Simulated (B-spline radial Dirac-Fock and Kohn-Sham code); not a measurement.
These are calculated numbers from a radial atomic solver; the model is the Dirac equation of a negative muon with reduced mass in the field of a spherical finite nucleus, with the Uehling potential to all orders; nuclear polarisation, deformation, hyperfine structure, self-energy, higher-order vacuum polarisation, relativistic recoil and electron screening are left out. The nuclear charge is a Fermi distribution (skin thickness 2.3 fm).

Task: A muonic atom of atomic mass 184.98 u emits these computed lines: 2p3/2 → 1s1/2 5981 keV, 3d5/2 → 2p3/2 2454 keV, 4f7/2 → 3d5/2 915.3 keV, 5g9/2 → 4f7/2 420.8 keV. Which element is it, and what rms charge radius was used?

Result: Thallium (Z = 81, nuclide ¹⁸⁵Tl); the high transitions hardly feel the nucleus and fix Z. The 2p → 1s line lies 9723 keV below the value for a point nucleus without QED, which for this nuclear model gives a radius near 5.39 fm (5.3896 fm was used).
